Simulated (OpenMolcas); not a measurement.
# Co7+, Rh7+, Ir7+: d2 down the group

```yaml
Program: OpenMolcas 26.06
Method: CASSCF
Basis: ANO-RCC-VTZP
Scalar_Hamiltonian: DKH2, point nucleus
Spin-orbit_coupling: state interaction with AMFI integrals over the reference wave functions, term energies averaged over their components
```

Active space for each ion: 2 electrons in 5 orbitals (d).

Computed levels in cm-1 above 3F2:

| Level | Co7+ | Rh7+ | Ir7+ |
| --- | --- | --- | --- |
| 3F3 | 1370 | 3451 | 12769 |
| 3F4 | 3071 | 7194 | 22400 |
| 3P0 | 26485 | 18578 | 19731 |
| 3P1 | 26992 | 20112 | 27724 |
| 3P2 | 28183 | 23945 | 41867 |
| 1G4 | 35367 | 27143 | 39010 |
| 1S0 | 85114 | 61558 | 72014 |
| weight of 3F in the lowest level (%) | 100 | 97 | 88 |

Mixed levels, with the weight of the term that names them: Rh7+ 3P2 (70 %), Ir7+ 3P2 (55 %).

Measured, with the error of the calculation in %. Measured levels: Co7+ from Sugar and Corliss, J. Phys. Chem. Ref. Data 10, 1097 (1981); Ir7+ from van het Hof, Joshi, Wyart and Sugar, J. Res. Natl. Inst. Stand. Technol. 100, 687 (1995).

| Level | Co7+ | Ir7+ |
| --- | --- | --- |
| 3F3 | 1430 (-4.2) | 12672 (+0.8) |
| 3F4 | 3144 (-2.3) | 21615 (+3.6) |
| 3P0 | 22304 (+18.7) | 17254 (+14.4) |
| 3P1 | 22839 (+18.2) | 25221 (+9.9) |
| 3P2 | 24055 (+17.2) |  |
| 1G4 | 32360 (+9.3) | 36253 (+7.6) |
| 1S0 | 74247 (+14.6) | 65022 (+10.8) |

The fine-structure level 3F4 changes by a factor of 7.29 from Co7+ to Ir7+.

Without spin-orbit coupling 3P lies 25622, 16662, 14955 cm-1 above 3F in that order; the difference to the level 3P0, of either sign, comes from spin-orbit coupling, which also lowers the zero.

Without dynamic correlation excited terms often stand tens of per cent too high (terms of higher spin than the ground term too low), and those without a measured partner can miss by more than the paired ones. Terms from blocks run as CI alone lack orbitals of their own. Computed and measured levels are paired by configuration, term and J; levels that our copy of the source lacks, or whose pairing is in doubt (as where it misses far off the trend of its configuration), stay unpaired and out of the deviations. Only configurations of the active space appear.
